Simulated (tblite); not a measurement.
Q: What does the GFN2-xTB structure of `O1CC[PH+](CC1)C=C` look like in three dimensions? (Charge +1.)

A: 
```
atom  x, y, z in Å
C1    -3.0825    0.2399    0.1960
C2    -2.0832    0.9202   -0.3491
P3    -0.4252    0.2758   -0.5680
C4    -0.1666   -1.3490    0.1984
C5     1.3594   -1.5840    0.0694
O6     1.9217   -0.5565   -0.7219
C7     2.1506    0.6595   -0.0409
C8     0.7978    1.3641    0.2209
H9    -4.0634    0.6752    0.2989
H10   -2.9707   -0.7692    0.5592
H11   -2.2173    1.9324   -0.7129
H12   -0.1736    0.2187   -1.9202
H13   -0.7478   -2.1165   -0.3167
H14   -0.5022   -1.2996    1.2392
H15    1.8450   -1.6312    1.0496
H16    1.5658   -2.5131   -0.4642
H17    2.7735    1.2506   -0.7139
H18    2.7044    0.4892    0.8881
H19    0.7587    2.3705   -0.2001
H20    0.5505    1.4335    1.2853
```

Any rigid rotation of these coordinates is as good. Atoms count from 1 in this order. P3 and O6 aren't drawn bonded (3 bonds apart) but lie 2.49 Å from each other; Cordero's covalent radii sum to 1.73 Å. P3 (phosphonium phosphorus) is distorted tetrahedral (angles from 104.9° to 113.7°). Of the pairs four or more bonds apart, those above aside, O6···H12 is among the closest relative to their van der Waals radii: 2.54 Å, 93 % of the sum of Bondi's values. C2 (alkene CH carbon) is planar (angles 124.3°, 121.6° and 114.2°, sum 360.0°, 0.00 Å off the plane of its three neighbours).

Bonds between heavy atoms (Å): C1=C2 1.326, C2–P3 1.792, P3–C4 1.815, C4–C5 1.549, C5–O6 1.414, O6–C7 1.412, C7–C8 1.548, P3–C8 1.817.

The geometry is computed with GFN2-xTB (gas phase).

Point group: C1 (no symmetry element, even within 0.4 Å). Its GFN2-xTB frequencies are all real (lowest 50 cm⁻¹). Torsions: C1–C2–P3–C4 -7°, C2–P3–C4–C5 -172°, P3–C4–C5–O6 -7°, C4–C5–O6–C7 80°, C5–O6–C7–C8 -73°. 3 starts were optimised and ended at 0.00, 0.44 and 0.80 kcal/mol (GFN2-xTB); the lowest of these is shown.

One conformer stands for the species.
